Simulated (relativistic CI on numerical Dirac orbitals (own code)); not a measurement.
Co4+ in a cubic cluster: L2,3 absorption with charge transfer

Computed with a charge-transfer multiplet model of a cubic metal-ligand cluster with up to 2 ligand holes, Slater and spin-orbit integrals from Dirac-Coulomb-Breit ions, Slater integrals scaled by 0.7. The ground state mixes d5 with configurations of k ligand holes L, whose averages lie at kΔ + k(k − 1)U_dd/2; a core hole lowers each added d electron by U_cd. 300 K, Lorentzian 0.4 eV and Gaussian 0.3 eV FWHM.

Atomic integrals in eV (Slater integrals scaled, ζ unscaled), ground: F2dd 9.508, F4dd 5.971, zeta_d 0.080; with the core hole: F2dd 10.024, F4dd 6.297, zeta_d 0.102, zeta_core 9.658, F2cd 6.005, G1cd 4.623, G3cd 2.630.

Cluster parameters (eV): Δ = 1, U_cd = 9.1, 10Dq = 1.75, 10Dq(ligand) = 0.3, V(eg) = 1.3, V(t2g) = -0.64, final-state hopping factor = 0.9.

```
         Case   n_d    d5   d6L  d7L2     S
U_dd = 6.5 eV  5.21  0.80  0.20  0.01  2.49
U_dd = 7.2 eV  5.21  0.80  0.20  0.01  2.49
U_dd = 7.9 eV  5.21  0.80  0.19  0.01  2.49
```

Weights, n_d and S are thermal averages at 300 K. Photon energies count from the first peak over 30 % of the highest in each spectrum, which can be another peak from case to case. The parameters are a model scan and need not match a compound or its usual spin state. Peaks in eV (height, largest 100):
- U_dd = 6.5 eV: 0.0 (33), 2.2 (100), 3.4 (50), 5.6 (28), 15.4 (18), 17.4 (25), 18.6 (19), 19.8 (11)
- U_dd = 7.2 eV: 0.0 (35), 2.1 (100), 3.5 (32), 5.6 (16), 7.1 (6), 15.4 (18), 17.4 (24), 18.6 (15)
- U_dd = 7.9 eV: 0.0 (37), 2.1 (100), 4.7 (14), 15.4 (17), 17.4 (22), 18.5 (16)

For the case U_dd = 7.2 eV, Δ = 1 eV is smaller than U_dd = 7.2 eV, the charge-transfer side of the Zaanen-Sawatzky-Allen scheme. With the core hole the configuration with one ligand hole lies at Δ + U_dd − U_cd = -1.6, -0.9, -0.2 eV from the one without, in the order of the table; where this is negative the screened configuration lies lower, though the effective hopping of about 1.9 eV (from the holes of the mixed ground state) mixes the two strongly wherever it is as large as the gap.
